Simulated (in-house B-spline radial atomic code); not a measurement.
## RPA and G0W0 on r2SCAN0: Os IV (Os3+)

Configuration [Xe] 4f14 5d5, highest spin, mean-field start r2SCAN0. Computed with a B-spline radial code for spherical atoms: all electrons, scalar-relativistic (spin-free one-electron X2C), finite nucleus, each spin shell either full or empty, empty states to l = 9 with an (l + 1/2)⁻⁴ tail; G0W0 by contour deformation at full frequency.

Without the two-electron picture change, the correlation of inner shells comes somewhat too large for so heavy an element.

Command:
```bash
python run_gw.py task.json out
```
Settings (radii: box in bohr, nucleus in fm):
```
Z                        76
electrons                73
configuration            [Xe] 4f14 5d5
hamiltonian              x2c
method                   r2scan0
lmax                     9
rms_radius               5.4126
spin_polarised           True
box_radius               14.14
intervals                68
```

Cost of the run: 6.8 s on 1 thread of Arm Neoverse V1 (shared host).

Energies (hartree):

| term | value |
| --- | --- |
| mean-field total | -17253.56784 |
| Hartree-Fock functional on these orbitals | -17248.42266 |
| direct second order | -7.3576 |
| second-order exchange | 1.842 |
| SOSEX correction | 1.733 |

Problem. What is the RPA correlation energy, and what remains with SOSEX?

Solution. RPA gives -6.4349 hartree (-2.4 eV per electron); RPA + SOSEX gives -4.7019, and the second-order doubles -5.5157 hartree (no singles). RPA lacks exchange-type terms and so overcorrelates at short range.

Quasi-particle levels (eV):

```json
{"level": "5d up", "occupied": "yes", "mean field": "-38.55", "Σx - vxc": "-4.35", "Σc": "?", "QP weight": "?", "G0W0": "?"}
{"level": "5p down", "occupied": "yes", "mean field": "-82.50", "Σx - vxc": "-5.30", "Σc": "0.33", "QP weight": "0.922", "G0W0": "-87.47"}
{"level": "4f down", "occupied": "yes", "mean field": "-87.67", "Σx - vxc": "-14.25", "Σc": "6.97", "QP weight": "0.887", "G0W0": "-94.95"}
{"level": "5d down", "occupied": "no", "mean field": "-29.721", "Σx - vxc": "6.15", "Σc": "-3.23", "QP weight": "0.944", "G0W0": "-26.805"}
```

G0W0 = mean field + (Σx - vxc) + Σc, with Σc (partial-wave tail included) taken at the quasi-particle energy. Only the outer levels were computed. Levels of low weight are left out.

Problem. Where does G0W0 put 5d up?

Solution. At -43.14 eV, with Σc = -0.23 eV and a quasi-particle weight of 0.938. The tabulated removal energy is 41 ± 1.7 eV (NIST, tabulated theory); the calculation leaves out spin-orbit coupling, Breit and QED terms, and what these don't explain is the method's own error.
